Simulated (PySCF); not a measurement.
C₃H₇F₂Ga (SMILES CC[CH2][Ga]([F])[F]), singlet, at a GFN2-xTB geometry (such geometries of metal compounds can be far from the true shape), with bond 13-6 at 1.8 times its length; CASSCF(2,4)/STO-3G in PySCF.

Input for PySCF:
```python
from pyscf import gto, scf, mcscf
import numpy

mol = gto.M(
    atom='''
Ga    0.09892915   -0.07859962    0.83425323
F    -0.32018561   -0.75896259    2.40530252
F     1.44177438    1.05391385    0.97853268
C    -0.76619354   -0.45443091   -0.99448360
C    -0.05020214    0.34583560   -2.06883598
C    -0.68668981    0.09460589   -3.43345355
H    -1.82009060   -0.18336246   -0.91217023
H    -0.69917975   -1.53003725   -1.16594078
H    -0.09963230    1.41276451   -1.83355355
H     1.00626470    0.06497255   -2.10058212
H    -0.62791283   -0.95901652   -3.69693694
H    -0.16889783    0.66954637   -4.19666396
H    -2.57030202    0.62828850   -3.42702192
''',
    basis='sto-3g',
    verbose=4,
)

mf = scf.RHF(mol)
mf.kernel()
mc = mcscf.CASSCF(mf, 4, 2)
mc.fix_spin_(ss=0.0)
mc.kernel()
occ = numpy.linalg.eigvalsh(mc.fcisolver.make_rdm1(mc.ci, mc.ncas, mc.nelecas))[::-1]
ss = mc.fcisolver.spin_square(mc.ci, mc.ncas, mc.nelecas)[0]
print('natural occupations', occ.round(4), ' <S^2>', round(ss, 4))
```

What the program printed (banner, timings and long lists left out):

```
PySCF version 2.14.0

[INPUT] verbose = 4
[INPUT] num. atoms = 13
[INPUT] num. electrons = 74
[INPUT] charge = 0
[INPUT] spin (= nelec alpha-beta = 2S) = 0
[INPUT] symmetry False subgroup None
[INPUT] Mole.unit = angstrom
[INPUT] Symbol           X                Y                Z      unit          X                Y                Z       unit  Magmom
[...]
nuclear repulsion = 450.277828907211
number of shells = 30
number of NR pGTOs = 150
number of NR cGTOs = 50
basis = sto-3g
ecp = {}

******** <class 'pyscf.scf.hf.RHF'> ********
method = RHF
initial guess = minao
damping factor = 0
level_shift factor = 0
DIIS = <class 'pyscf.scf.diis.CDIIS'>
diis_start_cycle = 1
diis_space = 8
diis_damp = 0
SCF conv_tol = 1e-09
SCF conv_tol_grad = None
SCF max_cycles = 50
direct_scf = True
direct_scf_tol = 1e-13
Set gradient conv threshold to 3.16228e-05
Initial guess from minao.
init E= -2210.58808689873
[...]
cycle= 1 E= -2212.79726537252  delta_E= -2.21  |g|= 0.598  |ddm|=    4
[...]
cycle= 2 E= -2213.01605763367  delta_E= -0.219  |g|= 0.244  |ddm|= 1.52
[...]
cycle= 3 E= -2213.04082188994  delta_E= -0.0248  |g|= 0.0675  |ddm|= 0.424
[...]
cycle= 4 E= -2213.04415324527  delta_E= -0.00333  |g|= 0.0221  |ddm|= 0.172
[...]
cycle= 5 E= -2213.04453712207  delta_E= -0.000384  |g|= 0.00881  |ddm|= 0.0639
[...]
cycle= 6 E= -2213.04459697808  delta_E= -5.99e-05  |g|= 0.00348  |ddm|= 0.0215
[...]
cycle= 7 E= -2213.0446179678  delta_E= -2.1e-05  |g|= 0.00131  |ddm|= 0.0186
[...]
cycle= 8 E= -2213.04462106074  delta_E= -3.09e-06  |g|= 0.000701  |ddm|= 0.0067
[...]
cycle= 9 E= -2213.04462221574  delta_E= -1.15e-06  |g|= 0.000214  |ddm|= 0.00544
[...]
cycle= 10 E= -2213.04462231232  delta_E= -9.66e-08  |g|= 8.41e-05  |ddm|= 0.00145
[...]
cycle= 11 E= -2213.04462232782  delta_E= -1.55e-08  |g|= 4e-05  |ddm|= 0.000501
[...]
cycle= 12 E= -2213.04462233203  delta_E= -4.2e-09  |g|= 2.31e-05  |ddm|= 0.000233
[...]
cycle= 13 E= -2213.04462233386  delta_E= -1.84e-09  |g|= 9.53e-06  |ddm|= 0.000204
[...]
cycle= 14 E= -2213.04462233413  delta_E= -2.61e-10  |g|= 4.1e-06  |ddm|= 7.8e-05
[...]
Extra cycle  E= -2213.04462233415  delta_E= -2.86e-11  |g|= 2.79e-06  |ddm|= 1.18e-05
converged SCF energy = -2213.04462233415

******** <class 'pyscf.mcscf.mc1step.CASSCF'> ********
CAS (1e+1e, 4o), ncore = 36, nvir = 10
max_cycle_macro = 50
max_cycle_micro = 4
conv_tol = 1e-07
conv_tol_grad = None
orbital rotation max_stepsize = 0.02
orbital rotation threshold for CI restart = 0.01
augmented hessian ah_max_cycle = 30
augmented hessian ah_conv_tol = 1e-12
augmented hessian ah_linear dependence = 1e-14
augmented hessian ah_level shift = 1e-08
augmented hessian ah_start_tol = 2.5
augmented hessian ah_start_cycle = 3
augmented hessian ah_grad_trust_region = 3
kf_trust_region = 3
kf_interval = 4
ci_response_space = 4
ci_grad_trust_region = 3
with_dep4 0
natorb = False
canonicalization = True
sorting_mo_energy = False
ao2mo_level = 2
internal_rotation = False
******** <class 'pyscf.fci.addons.SpinPenaltyFCISolver'> ********
max. cycles = 50
conv_tol = 1e-08
davidson only = True
linear dependence = 1e-12
level shift = 0.001
max iter space = 12
nroots = 1
pspace_size = 400
spin = None
CASCI E = -2213.04565634409  S^2 = 0.0000000
Set conv_tol_grad to 0.000316228
macro iter   1 ( 21 JK    4 micro), CASSCF E = -2213.04756060373  dE = -1.90425965e-03  S^2 = 0.0000000
               |grad[o]|=0.00941  |grad[c]|=0.118  |ddm|=0.011  |maxRot[o]|=0.283
macro iter   2 ( 21 JK    4 micro), CASSCF E = -2213.04875545162  dE = -1.19484788e-03  S^2 = 0.0000000
               |grad[o]|=0.0312  |grad[c]|=0.063  |ddm|=0.0436  |maxRot[o]|=0.138
macro iter   3 ( 21 JK    4 micro), CASSCF E = -2213.05157699435  dE = -2.82154274e-03  S^2 = 0.0000000
               |grad[o]|=0.041  |grad[c]|=0.0162  |ddm|=0.00679  |maxRot[o]|=0.158
macro iter   4 ( 21 JK    4 micro), CASSCF E = -2213.05559578242  dE = -4.01878806e-03  S^2 = 0.0000000
               |grad[o]|=0.0449  |grad[c]|=0.0119  |ddm|=0.0102  |maxRot[o]|=0.159
macro iter   5 ( 21 JK    4 micro), CASSCF E = -2213.05678529213  dE = -1.18950971e-03  S^2 = 0.0000000
               |grad[o]|=0.0397  |grad[c]|=0.0141  |ddm|=0.0124  |maxRot[o]|=0.0267
macro iter   6 ( 21 JK    4 micro), CASSCF E = -2213.05726992918  dE = -4.84637054e-04  S^2 = 0.0000000
               |grad[o]|=0.0288  |grad[c]|=0.014  |ddm|=0.013  |maxRot[o]|=0.0135
macro iter   7 ( 21 JK    4 micro), CASSCF E = -2213.05756382308  dE = -2.93893901e-04  S^2 = 0.0000000
               |grad[o]|=0.0202  |grad[c]|=0.0133  |ddm|=0.0178  |maxRot[o]|=0.0091
macro iter   8 ( 21 JK    4 micro), CASSCF E = -2213.05769177176  dE = -1.27948674e-04  S^2 = 0.0000000
               |grad[o]|=0.0158  |grad[c]|=0.0129  |ddm|=0.0202  |maxRot[o]|=0.00624
macro iter   9 ( 21 JK    4 micro), CASSCF E = -2213.05774223530  dE = -5.04635414e-05  S^2 = 0.0000000
               |grad[o]|=0.0138  |grad[c]|=0.0128  |ddm|=0.0221  |maxRot[o]|=0.00416
macro iter  10 ( 21 JK    4 micro), CASSCF E = -2213.05776004899  dE = -1.78136870e-05  S^2 = 0.0000000
               |grad[o]|=0.013  |grad[c]|=0.0128  |ddm|=0.0231  |maxRot[o]|=0.00269
macro iter  11 ( 21 JK    4 micro), CASSCF E = -2213.05776952843  dE = -9.47944636e-06  S^2 = 0.0000000
               |grad[o]|=0.0126  |grad[c]|=0.0128  |ddm|=0.0236  |maxRot[o]|=0.00152
macro iter  12 ( 21 JK    4 micro), CASSCF E = -2213.05777898123  dE = -9.45280226e-06  S^2 = 0.0000000
               |grad[o]|=0.0124  |grad[c]|=0.0128  |ddm|=0.0238  |maxRot[o]|=0.000605
macro iter  13 ( 21 JK    4 micro), CASSCF E = -2213.05778777007  dE = -8.78883429e-06  S^2 = 0.0000000
               |grad[o]|=0.0123  |grad[c]|=0.0128  |ddm|=0.0238  |maxRot[o]|=0.000567
macro iter  14 ( 21 JK    4 micro), CASSCF E = -2213.05779563957  dE = -7.86949795e-06  S^2 = 0.0000000
               |grad[o]|=0.0123  |grad[c]|=0.0127  |ddm|=0.0238  |maxRot[o]|=0.000577
[...]
               |grad[o]|=0.0122  |grad[c]|=0.0126  |ddm|=0.0236  |maxRot[o]|=0.000604
macro iter  22 ( 21 JK    4 micro), CASSCF E = -2213.05784746983  dE = -6.31401690e-06  S^2 = 0.0000000
               |grad[o]|=0.0122  |grad[c]|=0.0126  |ddm|=0.0235  |maxRot[o]|=0.000617
macro iter  23 ( 21 JK    4 micro), CASSCF E = -2213.05785386578  dE = -6.39594555e-06  S^2 = 0.0000000
               |grad[o]|=0.0122  |grad[c]|=0.0126  |ddm|=0.0235  |maxRot[o]|=0.000631
macro iter  24 ( 21 JK    4 micro), CASSCF E = -2213.05786035786  dE = -6.49208232e-06  S^2 = 0.0000000
               |grad[o]|=0.0122  |grad[c]|=0.0126  |ddm|=0.0235  |maxRot[o]|=0.000646
macro iter  25 ( 21 JK    4 micro), CASSCF E = -2213.05786695585  dE = -6.59799525e-06  S^2 = 0.0000000
               |grad[o]|=0.0122  |grad[c]|=0.0126  |ddm|=0.0234  |maxRot[o]|=0.000661
macro iter  26 ( 21 JK    4 micro), CASSCF E = -2213.05787366639  dE = -6.71053976e-06  S^2 = 0.0000000
               |grad[o]|=0.0122  |grad[c]|=0.0126  |ddm|=0.0234  |maxRot[o]|=0.000677
macro iter  27 ( 21 JK    4 micro), CASSCF E = -2213.05788049388  dE = -6.82748168e-06  S^2 = 0.0000000
               |grad[o]|=0.0122  |grad[c]|=0.0125  |ddm|=0.0233  |maxRot[o]|=0.000694
macro iter  28 ( 21 JK    4 micro), CASSCF E = -2213.05788744101  dE = -6.94713162e-06  S^2 = 0.0000000
               |grad[o]|=0.0122  |grad[c]|=0.0125  |ddm|=0.0233  |maxRot[o]|=0.000711
macro iter  29 ( 21 JK    4 micro), CASSCF E = -2213.05789450941  dE = -7.06840183e-06  S^2 = 0.0000000
               |grad[o]|=0.0122  |grad[c]|=0.0125  |ddm|=0.0233  |maxRot[o]|=0.000728
macro iter  30 ( 21 JK    4 micro), CASSCF E = -2213.05790169967  dE = -7.19025866e-06  S^2 = 0.0000000
               |grad[o]|=0.0122  |grad[c]|=0.0125  |ddm|=0.0232  |maxRot[o]|=0.000746
macro iter  31 ( 21 JK    4 micro), CASSCF E = -2213.05790901176  dE = -7.31209184e-06  S^2 = 0.0000000
               |grad[o]|=0.0122  |grad[c]|=0.0125  |ddm|=0.0232  |maxRot[o]|=0.000765
macro iter  32 ( 21 JK    4 micro), CASSCF E = -2213.05791644502  dE = -7.43326473e-06  S^2 = 0.0000000
               |grad[o]|=0.0121  |grad[c]|=0.0125  |ddm|=0.0232  |maxRot[o]|=0.000783
macro iter  33 ( 21 JK    4 micro), CASSCF E = -2213.05792399837  dE = -7.55334668e-06  S^2 = 0.0000000
               |grad[o]|=0.0121  |grad[c]|=0.0124  |ddm|=0.0231  |maxRot[o]|=0.000802
macro iter  34 ( 21 JK    4 micro), CASSCF E = -2213.05793167026  dE = -7.67188476e-06  S^2 = 0.0000000
               |grad[o]|=0.0121  |grad[c]|=0.0124  |ddm|=0.0231  |maxRot[o]|=0.000821
macro iter  35 ( 21 JK    4 micro), CASSCF E = -2213.05793945875  dE = -7.78849471e-06  S^2 = 0.0000000
               |grad[o]|=0.0121  |grad[c]|=0.0124  |ddm|=0.023  |maxRot[o]|=0.00084
macro iter  36 ( 21 JK    4 micro), CASSCF E = -2213.05794736159  dE = -7.90284412e-06  S^2 = 0.0000000
               |grad[o]|=0.0121  |grad[c]|=0.0124  |ddm|=0.023  |maxRot[o]|=0.00086
macro iter  37 ( 21 JK    4 micro), CASSCF E = -2213.05795537610  dE = -8.01450324e-06  S^2 = 0.0000000
               |grad[o]|=0.0121  |grad[c]|=0.0124  |ddm|=0.023  |maxRot[o]|=0.00088
macro iter  38 ( 21 JK    4 micro), CASSCF E = -2213.05796349927  dE = -8.12317376e-06  S^2 = 0.0000000
               |grad[o]|=0.0121  |grad[c]|=0.0123  |ddm|=0.0229  |maxRot[o]|=0.0009
macro iter  39 ( 21 JK    4 micro), CASSCF E = -2213.05797172771  dE = -8.22844186e-06  S^2 = 0.0000000
               |grad[o]|=0.0121  |grad[c]|=0.0123  |ddm|=0.0229  |maxRot[o]|=0.00092
macro iter  40 ( 21 JK    4 micro), CASSCF E = -2213.05798005774  dE = -8.33003060e-06  S^2 = 0.0000000
               |grad[o]|=0.0121  |grad[c]|=0.0123  |ddm|=0.0228  |maxRot[o]|=0.000941
macro iter  41 ( 21 JK    4 micro), CASSCF E = -2213.05798848555  dE = -8.42780855e-06  S^2 = 0.0000000
               |grad[o]|=0.0121  |grad[c]|=0.0123  |ddm|=0.0228  |maxRot[o]|=0.000961
macro iter  42 ( 21 JK    4 micro), CASSCF E = -2213.05799700692  dE = -8.52136691e-06  S^2 = 0.0000000
               |grad[o]|=0.0121  |grad[c]|=0.0123  |ddm|=0.0227  |maxRot[o]|=0.000982
macro iter  43 ( 21 JK    4 micro), CASSCF E = -2213.05800561724  dE = -8.61032322e-06  S^2 = 0.0000000
               |grad[o]|=0.0121  |grad[c]|=0.0122  |ddm|=0.0227  |maxRot[o]|=0.001
macro iter  44 ( 21 JK    4 micro), CASSCF E = -2213.05801431156  dE = -8.69432233e-06  S^2 = 0.0000000
               |grad[o]|=0.0121  |grad[c]|=0.0122  |ddm|=0.0226  |maxRot[o]|=0.00102
macro iter  45 ( 21 JK    4 micro), CASSCF E = -2213.05802308458  dE = -8.77301727e-06  S^2 = 0.0000000
               |grad[o]|=0.0121  |grad[c]|=0.0122  |ddm|=0.0226  |maxRot[o]|=0.00105
macro iter  46 ( 21 JK    4 micro), CASSCF E = -2213.05803193064  dE = -8.84605743e-06  S^2 = 0.0000000
               |grad[o]|=0.0121  |grad[c]|=0.0122  |ddm|=0.0225  |maxRot[o]|=0.00107
macro iter  47 ( 21 JK    4 micro), CASSCF E = -2213.05804084372  dE = -8.91307718e-06  S^2 = 0.0000000
               |grad[o]|=0.0121  |grad[c]|=0.0122  |ddm|=0.0225  |maxRot[o]|=0.00109
macro iter  48 ( 21 JK    4 micro), CASSCF E = -2213.05804981746  dE = -8.97374230e-06  S^2 = 0.0000000
               |grad[o]|=0.0121  |grad[c]|=0.0121  |ddm|=0.0224  |maxRot[o]|=0.00111
macro iter  49 ( 21 JK    4 micro), CASSCF E = -2213.05805884513  dE = -9.02767579e-06  S^2 = 0.0000000
               |grad[o]|=0.012  |grad[c]|=0.0121  |ddm|=0.0224  |maxRot[o]|=0.00113
macro iter  50 ( 21 JK    4 micro), CASSCF E = -2213.05806791965  dE = -9.07451158e-06  S^2 = 0.0000000
               |grad[o]|=0.012  |grad[c]|=0.0121  |ddm|=0.0223  |maxRot[o]|=0.00116
1-step CASSCF not converged,  50 macro (1050 JK 200 micro) steps
CASSCF canonicalization
Density matrix diagonal elements [1.94854425e+00 2.02843633e-05 1.16122196e-04 5.13193458e-02]
CASSCF energy = -2213.05806791965
CASCI E = -2213.05806791965  E(CI) = -1.45143079145237  S^2 = 0.0000000
natural occupations [1.9591 0.0409 0.     0.    ]  <S^2> 0.0
```

Convergence was not reached.
